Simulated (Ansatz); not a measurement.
Gas-phase electronic energies from Ansatz, PBE0-D4/def2-TZVP geometries. CCSD(T)/CBS adds triple-zeta CCSD(T) − MP2 to the extrapolated MP2 energy (def2 sets, frozen cores). One conformer a species, not always the lowest.

Consider the isomerisation: `OCCC[SiH3]` → `CCO[SiH2]C`.

```
         level  ΔE (kJ/mol)
MP2/def2-QZVPP       -148.4
  HF/CBS(def2)       -163.6
```

(1) What does CCSD(T)/CBS give? (Best estimate.)

Largest T1 diagnostic among the species: 0.010.

## Answers

(1) The calculation gave: -145.2 kJ/mol. The listed levels differ from it by -3.2, -18.4 kJ/mol.

In def2-TZVPP, CCSD(T) changes the Hartree–Fock value by +18.3 kJ/mol (the triples alone add +2.1 kJ/mol) and MP2 by +14.9 kJ/mol. The D4 term adds +3.7 kJ/mol with B3LYP and +2.0 kJ/mol with PBE0; it sums over pairs of atoms, weighted by their polarisabilities, and B3LYP, whose exchange is more repulsive, gets the larger term.

B3LYP here is the variant with VWN-RPA as its local correlation; programs differ in this.
